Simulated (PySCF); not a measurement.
CH₄NO (cation, charge +1), SMILES [NH3+]C=O (B3LYP/def2-SVP optimised geometry):

```
7

N      0.108    -0.744     0.000
C     -0.468     0.718     0.000
O     -1.143     1.048     0.895
H     -0.199    -1.275    -0.833
H      1.143    -0.744     0.000
H     -0.222    -1.236     0.848
H     -0.141     1.275    -0.900
```

Calculation: B3LYP/def2-TZVP in PySCF.

Question: What are the frontier orbital energies?

Answer: HOMO-2 -19.17 eV, HOMO-1 -17.88 eV, HOMO -14.94 eV, LUMO -7.69 eV, LUMO+1 -5.86 eV.

On the same geometry PBE/def2-TZVP run with PySCF gives HOMO-2 -17.50 eV, HOMO-1 -16.71 eV, HOMO -13.56 eV, LUMO -8.67 eV, LUMO+1 -6.32 eV.

Meta-Löwdin charges at B3LYP/def2-TZVP: N1 -0.28, C2 0.37, O3 -0.21, H4 0.32, H5 0.32, H6 0.32, H7 0.17.
